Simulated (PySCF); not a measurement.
C5H10O3.
Structure used (PBE0-D3(BJ)/def2-SVP), in Å, numbered top down from 1:
```
atom  x, y, z in Å
C1     2.5326   -0.2740   -0.4410
C2     1.2177   -1.0166   -0.5881
C3     0.0547   -0.2930    0.0376
O4    -0.0945    0.9653   -0.5639
C5    -1.2149    1.6223   -0.0613
O6    -2.3723    0.8677   -0.2374
C7    -2.2199   -0.3808    0.3619
O8    -1.1073   -1.0555   -0.1351
H9     2.8223   -0.1702    0.6169
H10    3.3434   -0.8085   -0.9566
H11    2.4593    0.7353   -0.8708
H12    1.2647   -2.0128   -0.1209
H13    0.9633   -1.1714   -1.6484
H14    0.2183   -0.1386    1.1320
H15   -1.3348    2.5620   -0.6153
H16   -1.0689    1.8365    1.0234
H17   -2.1205   -0.2575    1.4658
H18   -3.1102   -0.9797    0.1314
```

Level: PBE0/def2-SVPD in PySCF, non-relativistic, on one gas-phase PBE0-D3(BJ)/def2-SVP geometry that isn't relaxed in the solvent. The solvent is an IEF-PCM continuum (cavity from Bondi-type radii × 1.2), and excitations are vertical TDDFT with non-equilibrium linear response and a frozen core. Only the electrostatic response of the medium enters.

| run | E − E(gas) (kcal/mol) | HOMO (eV) | HOMO–LUMO gap (eV) | dipole (D) | lowest singlet (eV) | static polarisability (au) |
| --- | --- | --- | --- | --- | --- | --- |
| gas | 0.00 | -8.11 | 8.89 | 1.82 | 7.83 | 71.8 |
| P | -2.09 | -8.09 | 8.97 | 2.09 | 7.88 | 79.5 |
| Q | -5.79 | -8.09 | 9.07 | 2.76 | 7.98 | 94.8 |

Question: The runs were made in cyclohexane and water. Which run belongs to which solvent?

Answer: P = cyclohexane, Q = water. The dielectric constants are 2.017 (cyclohexane), 78.36 (water), and the energy falls further as ε rises. The optical constants n² used for the excitations are 2.04, 1.78 in the same order. In this model the ground state sees the solvent through ε alone.

Question: How constant is the ratio of the lowering to (ε − 1)/(2ε + 1)?

Answer: 
```csv
solvent,(ε − 1)/(2ε + 1),E − E(gas) (kcal/mol),ratio (kcal/mol),polarisation term (kcal/mol)
cyclohexane,0.202,-2.09,-10.3,-2.21
water,0.490,-5.79,-11.8,-6.97
```

The ratio changes by +14.2 % in size from cyclohexane to water. The polarisation term is half the interaction of the solute with the induced surface charges.
